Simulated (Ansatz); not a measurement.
`O[SiH2]C#C[SiH2]F` at its PBE0-D4/def2-TZVP geometry, where that method's forces vanish. Total charge 0; spin multiplicity 1.

```xyz
11

O    -1.5282   -2.6452    0.3964
Si   -0.2485   -1.8908    1.0900
C     0.0533   -0.2507    0.3255
C     0.2658    0.8253   -0.1974
Si    0.5502    2.4591   -0.9441
F     1.6017    2.3150   -2.1358
H    -1.5086   -2.7934   -0.5501
H     1.0091   -2.6644    0.9411
H    -0.5973   -1.7065    2.5132
H     1.1182    3.3753    0.0677
H    -0.7157    2.9762   -1.5066
```

What forces (eV/Å) does PBE-D4/def2-TZVPP give on these atoms in Ansatz? (An estimate is asked.)

The calculation gave: 
```
O1  -0.452 -0.194  0.238
Si2  0.295  0.232  0.056
C3  -0.163 -0.949  0.489
C4   0.165  0.953 -0.443
Si5 -0.288 -0.040  0.343
F6   0.426 -0.042 -0.487
H7   0.007 -0.070 -0.437
H8   0.162 -0.086  0.001
H9  -0.050  0.012  0.165
H10  0.058  0.116  0.131
H11 -0.161  0.069 -0.057
```
